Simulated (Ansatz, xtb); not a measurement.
# Two structures of GeH6Si2+

Structure a is a doublet given by its coordinates and structure b is the doublet with the links of `[SiH3][SiH+][GeH2]`. Both are isolated ions in the gas phase, relaxed with PBE0-D3(BJ)/def2-SVP; the shapes shown needn't be the lowest conformers.

a (Å):

```yaml
atoms:
  - { symbol: Ge, position_ang: [1.6741, 0.3614, -1.7088] }
  - { symbol: Si, position_ang: [-0.9345, 0.7646, -0.6793] }
  - { symbol: Si, position_ang: [-0.2516, -0.9760, -2.0306] }
  - { symbol: H, position_ang: [-1.4255, 2.0370, -1.2642] }
  - { symbol: H, position_ang: [-0.8232, 0.6725, 0.7976] }
  - { symbol: H, position_ang: [-0.1458, -2.2761, -1.3247] }
  - { symbol: H, position_ang: [-0.7589, -0.8894, -3.4216] }
  - { symbol: H, position_ang: [1.9623, 1.5629, -2.6086] }
  - { symbol: H, position_ang: [2.5811, 0.1631, -0.4946] }
```

Close contacts (Å): Ge1–Si2 2.83, Ge1–Si3 2.37, Si2–Si3 2.31, Ge1–H8 1.53, Ge1–H9 1.53, Si2–H4 1.48, Si2–H5 1.48, Si3–H6 1.48, Si3–H7 1.48.

b (Å):

```xyz
9

Ge    2.3470    0.4792   -1.6999
Si   -1.5333   -0.0298   -0.4890
Si    0.1587   -0.0447   -2.1305
H    -0.8524    0.3652    0.7716
H    -2.5214    0.9709   -0.9747
H    -2.0614   -1.4206   -0.4741
H    -0.0543   -0.3913   -3.5622
H     3.4082    0.4581   -2.7978
H     2.7909    0.8650   -0.2907
```

Problem. Estimate E(b) − E(a) at the level CCSD(T)/def2-SVP + ΔMP2/def2-TZVPP.

Solution. Too close to call at this level: CCSD(T)/def2-SVP + ΔMP2/def2-TZVPP gives E(b) − E(a) = −0.75 kcal/mol.

The same difference at several levels:

| level | geometry | E(b) − E(a) (kcal/mol) | departure from the last row (kcal/mol) | job, with rough time for the two |
| --- | --- | --- | --- | --- |
| PBE0-D3(BJ)/def2-SVP | PBE0-D3(BJ)/def2-SVP | −0.07 | +0.69 | optimisation, 1.7 min |
| HF/def2-SVP | PBE0-D3(BJ)/def2-SVP | −6.86 | −6.11 | part of the CCSD(T) run |
| MP2/def2-SVP | PBE0-D3(BJ)/def2-SVP | −2.47 | −1.71 | part of the CCSD(T) run |
| CCSD(T)/def2-SVP | PBE0-D3(BJ)/def2-SVP | −2.48 | −1.72 | single point |
| CCSD(T)/def2-SVP + ΔMP2/def2-TZVPP | PBE0-D3(BJ)/def2-SVP | −0.75 |  | single point, 45 s |

The largest departure from CCSD(T)/def2-SVP + ΔMP2/def2-TZVPP is that of HF/def2-SVP, 6.11 kcal/mol. Levels run at GFN2-xTB geometries aren't shown. The last row adds to CCSD(T) the change of the MP2 difference between the two basis sets, here +1.72 kcal/mol.

With harmonic frequencies from PBE0-D3(BJ)/def2-SVP (ideal gas, rigid rotor, one conformer each, 298.15 K, 1 atm): the zero-point term adds +0.34 kcal/mol; ΔH is −0.27 and ΔG −1.35 kcal/mol.

Open shells are spin-unrestricted. The correlated steps freeze 19 core orbitals; the filled d shell of Ge is correlated, in a basis made for valence electrons. Codes used: Ansatz 0.2.0; the last row on 2 threads of Arm Neoverse V2 on a shared host.
